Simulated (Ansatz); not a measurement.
N-butyl-N-methylpyrrolidinium bromide (C₉H₂₀BrN) was relaxed with PBE-D4 (def2-SVP) in Ansatz in these states: charge -1 doublet, neutral singlet. The geometries follow in no particular order.

A:

Cartesian coordinates in Å:
```
C 2.9246 2.4811 -1.8418
C 2.0792 2.1352 -0.6166
C 1.1405 0.9426 -0.8540
C 0.2903 0.6918 0.3808
N -0.6310 -0.5112 0.3094
C -1.5621 -0.3907 -0.8682
C -1.4510 -0.5891 1.5934
C -1.9669 -2.0271 1.6344
C -0.9386 -2.8600 0.8133
C 0.0883 -1.8386 0.2988
H 3.5623 1.6256 -2.1527
H 3.5943 3.3416 -1.6407
H 2.2851 2.7517 -2.7088
H 2.7426 1.9157 0.2506
H 1.4651 3.0130 -0.3174
H 1.7427 0.0473 -1.1338
H 0.4878 1.1812 -1.7204
H -0.4065 1.5527 0.5721
H 0.9252 0.5254 1.2758
H -2.0973 0.5890 -0.7481
H -2.2781 -1.2304 -0.8467
H -0.9675 -0.4336 -1.7969
H -0.7354 -0.3874 2.4144
H -2.1914 0.2511 1.5559
H -2.9810 -2.1012 1.1950
H -2.0512 -2.3751 2.6812
H -0.4325 -3.6325 1.4232
H -1.4295 -3.3901 -0.0260
H 0.4787 -2.0423 -0.7151
H 0.9458 -1.7333 0.9925
Br -2.6325 2.4975 0.5966
```

B:

```xyz
31

C    -0.657   -0.106   -4.178
C    -1.190   -0.112   -2.747
C    -0.088    0.050   -1.689
C    -0.717   -0.003   -0.305
N     0.232   -0.022    0.880
C     1.213   -1.146    0.741
C    -0.591   -0.200    2.149
C     0.257    0.341    3.298
C     1.196    1.383    2.648
C     0.933    1.321    1.149
H    -0.133    0.845   -4.421
H    -1.470   -0.238   -4.922
H     0.069   -0.932   -4.333
H    -1.948    0.694   -2.622
H    -1.702   -1.078   -2.535
H     0.479    0.998   -1.846
H     0.624   -0.789   -1.820
H    -1.305   -0.948   -0.224
H    -1.361    0.897   -0.119
H     0.642   -2.063    0.455
H     1.745   -1.254    1.712
H     1.954   -0.858   -0.034
H    -1.466    0.488    2.004
H    -0.913   -1.261    2.196
H     0.830   -0.470    3.803
H    -0.431    0.855    4.036
H     0.892    2.415    3.018
H     2.266    1.165    2.879
H     1.836    1.367    0.492
H     0.149    2.084    0.865
Br   -1.346   -3.421   -0.529
```

Question: Judge from the bond lengths which geometry belongs to which state (an estimate).

Answer: A is the neutral singlet (C9–H27 1.107 Å, N5–C10 1.510 Å, C8–H26 1.106 Å); B is the charge -1 doublet (C9–H27 1.137 Å, N5–C10 1.539 Å, C8–H26 1.133 Å).

At PBE-D4/def2-SVP the highest occupied level of the relaxed charge -1 doublet lies above zero (up to 2.98 eV). By energy differences it is unbound by 1.29 eV (each at its own geometry, against the charge 0 singlet, at PBE-D4/def2-SVP) and held by the finite basis.
